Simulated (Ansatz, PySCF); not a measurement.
This Ansatz (an electronic-structure program) input computes a PBE/def2-TZVPD energy:

Ansatz 0.2 input:
```yaml
crystal:
  periodic: [false, false, false]
  atoms:
    - {symbol: B, position_ang: [0.00005098, 0.01358406, 0.82045483]}
    - {symbol: B, position_ang: [-0.00005098, -0.01358406, -0.82045483]}
    - {symbol: H, position_ang: [1.01557123, 0.03272412, 1.49609666]}
    - {symbol: H, position_ang: [-1.01538528, 0.01682331, 1.49648612]}
    - {symbol: H, position_ang: [1.01538528, -0.01682331, -1.49648612]}
    - {symbol: H, position_ang: [-1.01557123, -0.03272412, -1.49609666]}
basis:
  gaussian:
    orbitals: def2-TZVPD
hamiltonian:
  xc: {name: PBE}
total_charge: -1
magnetization: {spin_polarized: true, initial_magnetization: 1}
output: {forces: true}
```

Write an input for the same energy in PySCF and say what it gives.


```python
from pyscf import gto, scf, dft

mol = gto.M(
    atom='''
    B     0.00005098    0.01358406    0.82045483
    B    -0.00005098   -0.01358406   -0.82045483
    H     1.01557123    0.03272412    1.49609666
    H    -1.01538528    0.01682331    1.49648612
    H     1.01538528   -0.01682331   -1.49648612
    H    -1.01557123   -0.03272412   -1.49609666
    ''',
    basis='def2-tzvpd',
    charge=-1,
    spin=1,
    verbose=4,
)

mf = dft.UKS(mol, xc='pbe').density_fit(auxbasis='def2-universal-jkfit')
mf.grids.level = 3
mf.conv_tol = 1e-9
mf.max_cycle = 100
mf.max_memory = 1500
mf.kernel()
if not mf.converged:
    mf = mf.newton()
    mf.kernel(mf.make_rdm1())
for _ in range(2):
    mo, _, stable, _ = mf.stability(return_status=True)
    if stable:
        break
    mf.kernel(mf.make_rdm1(mo, mf.mo_occ))
mf.analyze()
```
It gives -51.97942 Eh, and Ansatz -51.97939 Eh, a difference of 0.03 mEh, from the treatment of integrals and grids.

It need not be the lowest isomer of its formula.
